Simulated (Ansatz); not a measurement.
Relaxation of CH6B2Si (10 atoms, charge 0, multiplicity 1), to a largest force component of 0.015 eV/Å in at most 40 steps.

Theory: RKS PBE0-D4/6-31G in Ansatz 0.2.0.

```xyz
10
Properties=species:S:1:pos:R:3:forces:R:3
B -1.307 1.548 -0.993 0.13 -0.18 0.33
B -0.582 0.569 0.102 0.19 -0.17 0.00
C 0.502 -0.449 -0.218 0.62 -0.66 0.10
Si 1.302 -1.534 0.936 -0.63 0.81 -0.71
H -2.297 1.255 -1.556 -0.58 -0.23 -0.33
H -0.914 2.630 -1.247 0.28 0.61 -0.13
H -0.916 0.645 1.239 -0.26 0.13 0.56
H 0.839 -0.551 -1.249 0.11 -0.09 -0.09
H 2.339 -2.519 0.614 0.45 -0.37 -0.38
H 1.034 -1.594 2.371 -0.32 0.17 0.65
```

Problem. Where does it end, and by what steps?

Solution. The forces met the threshold. Limits of this set-up: no polarisation functions. After 8 steps the energy has fallen by 0.116 eV; H10 moved furthest, 0.29 Å.

```json
{"step": "0", "energy less start (eV)": "0.0000", "largest force component (eV/Å)": "0.805", "accepted": "yes"}
{"step": "1", "energy less start (eV)": "-0.0947", "largest force component (eV/Å)": "0.267", "accepted": "yes"}
{"step": "2", "energy less start (eV)": "-0.1014", "largest force component (eV/Å)": "0.254", "accepted": "yes"}
{"step": "3", "energy less start (eV)": "-0.1052", "largest force component (eV/Å)": "0.150", "accepted": "yes"}
{"step": "4", "energy less start (eV)": "-0.1050", "largest force component (eV/Å)": "0.310", "accepted": "no"}
{"step": "5", "energy less start (eV)": "-0.1152", "largest force component (eV/Å)": "0.068", "accepted": "yes"}
{"step": "6", "energy less start (eV)": "-0.1157", "largest force component (eV/Å)": "0.107", "accepted": "yes"}
{"step": "7", "energy less start (eV)": "-0.1163", "largest force component (eV/Å)": "0.019", "accepted": "yes"}
{"step": "8", "energy less start (eV)": "-0.1163", "largest force component (eV/Å)": "0.007", "accepted": "yes"}
```

```xyz
10
Properties=species:S:1:pos:R:3
B -1.316 1.547 -0.938
B -0.517 0.508 0.068
C 0.569 -0.499 -0.324
Si 1.281 -1.506 0.914
H -2.354 1.257 -1.478
H -0.930 2.668 -1.152
H -0.833 0.558 1.240
H 0.913 -0.611 -1.351
H 2.348 -2.535 0.685
H 0.839 -1.387 2.336
```

Time of the run: 24 s on 1 thread of Arm Neoverse V1 (shared host), peak memory 0.13 GiB.
